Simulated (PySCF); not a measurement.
## Telling isomers of C6H14OSi2 apart by NMR

- coordinates at the GFN2-xTB level
- GIAO PBE0/pcSseg-1 shieldings
- program: PySCF 2.14
- in vacuum, rapidly exchanging positions averaged, non-relativistic Hamiltonian, single conformer

Chemical shifts δ = σref − σ; ¹H (31.72 ppm) and ¹³C (186.93 ppm) vs TMS, all at this level. Where no couplings were computed, multiplicities follow the n + 1 count of equivalent neighbours, and m marks all less simple cases (inequivalent or close neighbours, rings, F or P nearby). Shifts are as computed. Against solution values, carbons near 30 ppm lie about +3 ppm off and those near 130 ppm about +5 ppm. Of 1309 compounds with measured shifts, 239 miss one by over three times the rms of a fit or turn the order of signals round; such compounds aren't used in these exercises.

(1) Tabulate the signals of `C=C1[SiH2][C@H]1O[Si](C)(C)C`, `C=C(C)[Si@H]([SiH3])C1COC1` and their relative energies.

(2) What is the quickest way to tell C=C1[SiH2][C@H]1O[Si](C)(C)C from C=C(C)[Si@H]([SiH3])C1COC1?

Answers

(1) 
```tsv
SMILES	carbon types	δC	δH	E rel. (kcal/mol)
C=C1[SiH2][C@H]1O[Si](C)(C)C	1×C 1×CH 1×CH2 3×CH3	149.6, 136.8, 54.1, 1.2	6.90 (br s, 1H), 6.73 (br s, 1H), 4.28 (m, 1H), 3.44 (m, 1H), 3.36 (m, 1H), 0.10 (s, 9H)	0.0
C=C(C)[Si@H]([SiH3])C1COC1	1×C 1×CH 3×CH2 1×CH3	152.3, 135.0, 76.0, 75.3, 27.2, 21.5	5.95 (br s, 1H), 5.70 (br s, 1H), 5.32 (m, 1H), 5.30 (m, 1H), 4.66 (m, 1H), 4.47 (m, 1H), 4.40 (m, 1H), 3.56 (d, 3H), 2.53 (m, 1H), 1.81 (s, 3H)	28.4
```

Energies are electronic energies at PBE0/pcSseg-1 on these geometries, without zero-point or thermal terms, each for the one conformer computed, which needn't be the lowest.

(2) Count the carbon signals: 4 against 6. The first has a three-membered-ring carbon (CH) at 54.1 ppm, the second an sp3 CH2 bonded to O at 76.0 ppm. Their most deshielded carbons lie at 149.6 and 152.3 ppm. In the proton spectra the most deshielded non-exchanging signals are 6.90 (br s, 1H) and 5.95 (br s, 1H).
